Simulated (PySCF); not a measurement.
Geometries of 2 isomers of CH7FSi2, from PBE0-D3(BJ)/def2-SVP geometry optimisation, gas phase in PySCF. One conformer each, no zero-point energy, no frequencies.

**Question.** Which is lower in electronic energy at this level?
A.
```xyz
11
angstrom
F      1.597    1.678   -0.209
Si     1.636    0.081    0.108
C      0.077   -0.700   -0.546
Si    -1.539    0.013    0.114
H      2.848   -0.478   -0.557
H      1.735   -0.082    1.587
H      0.077   -0.626   -1.647
H      0.113   -1.777   -0.299
H     -1.584   -0.130    1.602
H     -2.704   -0.718   -0.471
H     -1.654    1.460   -0.233
```
B.
```xyz
11
angstrom
F      0.484   -1.517   -1.097
C      0.288   -0.198   -0.672
Si    -1.576    0.063   -0.393
Si     1.387    0.117    0.849
H      0.620    0.481   -1.481
H     -2.322   -0.248   -1.647
H     -1.810    1.488   -0.005
H     -2.046   -0.835    0.703
H      2.808   -0.184    0.510
H      1.253    1.553    1.242
H      0.952   -0.753    1.981
```

**Answer.** A. That is `F[SiH2]C[SiH3]`, 57.0 kcal/mol below the other.

| SMILES | atoms numbered as above | E (Eh) | relative (kcal/mol) | relative (kJ/mol) | dipole (D) |
| --- | --- | --- | --- | --- | --- |
| F[SiH2]C[SiH3] | [F:1][SiH2:2][CH2:3][SiH3:4] | -720.52359 | 0.0 | 0.0 | 1.91 |
| FC([SiH3])[SiH3] | [F:1][CH:2]([SiH3:3])[SiH3:4] | -720.43275 | 57.0 | 238.5 | 1.36 |

As drawn, the lower has an Si–F bond, which the higher lacks.
